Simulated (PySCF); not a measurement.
**Excitation energy of Tc by level of theory**

Tc [Kr] 4d5 5s2 (6S) → Tc [Kr] 4d5 5s1 5p1 (8P), as a difference of total energies. All numbers are calculated (PySCF 2.14, scalar relativity by spin-free X2C-1e, in ANO-RCC-VTZP (7s6p4d2f1g, 68 functions)). Correlated levels: valence and next inner shell: [Ar] 3d10 frozen. The calculations carry no spin-orbit coupling.

```json
{"method": "UHF", "excitation energy (cm⁻¹)": "6638.2"}
{"method": "MP2 (valence and next inner shell)", "excitation energy (cm⁻¹)": "15498"}
{"method": "SCS-MP2 (valence and next inner shell)", "excitation energy (cm⁻¹)": "17490"}
{"method": "CCSD (valence and next inner shell)", "excitation energy (cm⁻¹)": "15424"}
{"method": "CCSD(T) (valence and next inner shell)", "excitation energy (cm⁻¹)": "16433"}
```

Errors of the correlated levels include the incompleteness of this basis and the frozen core.

The basis was made for the ground configuration and has no added diffuse functions, so the excitation energy can come out too high.

For comparison: 17033 cm⁻¹ (measured; NIST levels, between the centres of gravity of the two terms).
